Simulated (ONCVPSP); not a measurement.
# Configuration tests for Mn (Z = 25) (ONCV)

| Property | Result |
| --- | --- |
| Element | Mn |
| Generator | ONCVPSP 4.0.1 |
| Type | optimised norm-conserving Vanderbilt (ONCV) |
| Functional | PBEsol |
| Relativity | fully relativistic |
| Frozen core | [Ne] |
| Valence charge | 15 |
| Reference configuration | 3s2 3p6 3d5 (charge +2) |
| Partial waves | 3s: rc 1.40 bohr, ncon 3, nbas 7, qcut 10.4 1/bohr, 1 projector; 3p: rc 1.05 bohr, ncon 5, nbas 9, qcut 14.2 1/bohr, 1 projector; 3d: rc 1.20 bohr, ncon 5, nbas 10, qcut 15 1/bohr, 2 projectors, debl 1.8 Ha |
| Local potential | polynomial inside 0.75 bohr (lpopt 3, dvloc0 0 Ha) |
| Core correction | none |

Open shells are filled in proportion to 2j + 1.

Energies are relative to the spin-unpolarised reference configuration 3s2 3p6 3d5; without spin polarisation the order of configurations can differ from experiment.

```json
{"valence configuration": "3s2 3p6 3d5 4s2", "charge": "0", "ΔE all-electron (eV)": "-23.945", "error AE − PS (meV)": "+748"}
{"valence configuration": "3s2 3p6 3d4", "charge": "+3", "ΔE all-electron (eV)": "32.480", "error AE − PS (meV)": "+12"}
{"valence configuration": "3s2 3p6 3d5 4s1.5", "charge": "+0.5", "ΔE all-electron (eV)": "-20.574", "error AE − PS (meV)": "+645"}
```

Problem. What are ΔE and the potential's error for 3s2 3p6 3d5 4s1?

Solution. ΔE = -15.512 eV all-electron; the error (AE − PS) is +493 meV.

Levels in the configuration 3s2 3p6 3d5 4s2:

```csv
level,all-electron (eV),pseudo (eV)
3s j=1/2,-85.626,-85.122
3p j=3/2,-54.050,-53.548
3p j=1/2,-55.323,-54.817
3d j=5/2,-6.747,-6.288
3d j=3/2,-6.866,-6.404
4s j=1/2,-5.124,-5.288
```
